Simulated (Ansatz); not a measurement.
Reaction (substitution at a C–O bond): `COC(C)=N` + `B1N[SiH2]1` → `CN1B[SiH2]1` + `CC(=N)O`

Program: Ansatz. Geometries: PBE0-D4/def2-TZVP. ΔE: electronic, gas phase. CBS: MP2 limit from def2 TZ/QZ plus the TZ coupled-cluster correction, frozen cores. Each species was taken in one conformer, which may not be the lowest.

```
      species  CCSD/CBS(def2) energy (Eh)
   `COC(C)=N`                  -248.19102
 `B1N[SiH2]1`                  -370.95281
`CN1B[SiH2]1`                  -410.19825
    `CC(=N)O`                  -208.95495
```

**Question.** Work out ΔE.

**Answer.** ΔE = (-410.19825) + (-208.95495) − (-248.19102) − (-370.95281) = -0.00937 Eh = -24.6 kJ/mol. CCSD(T)/CBS gives -24.9 kJ/mol.

Largest T1 diagnostic among the species: 0.014.

In def2-TZVPP, CCSD(T) changes the Hartree–Fock value by −4.4 kJ/mol (the triples alone add −0.3 kJ/mol) and MP2 by −7.9 kJ/mol.
